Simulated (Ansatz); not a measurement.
Correlation energies of `[OH][Sn]([OH])([OH])[OH]` by basis set

Z-matrix (Å, degrees):
```
Sn
O 1 1.943
O 1 1.943 2 106.2
O 1 1.943 2 116.2 3 -117.9
O 1 1.943 2 106.2 3 124.3
H 2 0.961 1 112.2 3 -144.3
H 3 0.961 1 112.2 2 20.0
H 4 0.961 1 112.2 2 97.9
H 5 0.961 1 112.2 2 144.3
```

The species carries charge 0 and has multiplicity 1. Correlated methods include outer-core shells of Sn, which these sets cover unevenly. Sn: def2 effective core potential. All single points use the PBE0-D4/def2-TZVP geometry. It is one conformer, not always the lowest. Frozen core, restricted reference, Ansatz.

| basis | HF (Eh) | MP2 corr. | CCSD corr. | (T) | CCSD(T) total |
| --- | --- | --- | --- | --- | --- |
| def2-SVP | -514.92794 | -0.87182 | ? | -0.01996 | ? |
| def2-TZVPP | -515.34987 | ? | ? | -0.04581 | ? |
| def2-QZVPP | ? | -1.59058 | – | – | – |

Fill in the withheld values. (Estimate.)

Computed: def2-SVP CCSD corr.: -0.88875; def2-SVP CCSD(T) total: -515.83665; def2-TZVPP MP2 corr.: -1.29547; def2-TZVPP CCSD corr.: -1.28922; def2-TZVPP CCSD(T) total: -516.68490; def2-QZVPP HF (Eh): -515.36824.
